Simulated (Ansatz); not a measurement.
Computed with Ansatz on PBE0-D4/def2-TZVP structures; ΔE is electronic, products minus reactants. CCSD(T)/CBS is the MP2 limit (def2-TZVPP, def2-QZVPP) plus CCSD(T) − MP2 in def2-TZVPP, frozen cores. This one scheme is used for every species. DFT in def2-TZVPP. B3LYP here is the variant with VWN-RPA as its local correlation; programs differ in this. Each species was taken in one conformer, which may not be the lowest.

`C[SiH2]C[SiH2]O` + `[SiH3]P` → `O[SiH2]P[SiH3]` + `C[SiH2]C`  (ligand exchange at the Si–C bond)

Problem. Is it downhill or uphill in electronic energy at CCSD(T)/CBS, and by how much? (Best estimate.)

Solution. The calculation gave: Downhill: ΔE = -5.2 kcal/mol.

Problem. What do these levels give: PBE-D4, B3LYP-D4, ωB97X-V, B2PLYP, PBE0, B3LYP, MP2/def2-TZVPP, CCSD/def2-TZVPP, CCSD(T)/def2-TZVPP, MP2/def2-QZVPP, SCS-MP2/def2-QZVPP, CCSD/CBS(def2)? (Estimate.)

Solution. The calculation gave: PBE-D4 -7.3, B3LYP-D4 -5.7, ωB97X-V -5.2, B2PLYP -5.2, PBE0 -6.5, B3LYP -5.4, MP2/def2-TZVPP -5.1, CCSD/def2-TZVPP -4.2, CCSD(T)/def2-TZVPP -4.6, MP2/def2-QZVPP -5.4, SCS-MP2/def2-QZVPP -4.8, CCSD/CBS(def2) -4.8 kcal/mol.

Largest T1 diagnostic among the species: 0.013.

In def2-TZVPP, CCSD(T) changes the Hartree–Fock value by −0.9 kcal/mol (the triples alone add −0.4 kcal/mol) and MP2 by −1.4 kcal/mol.
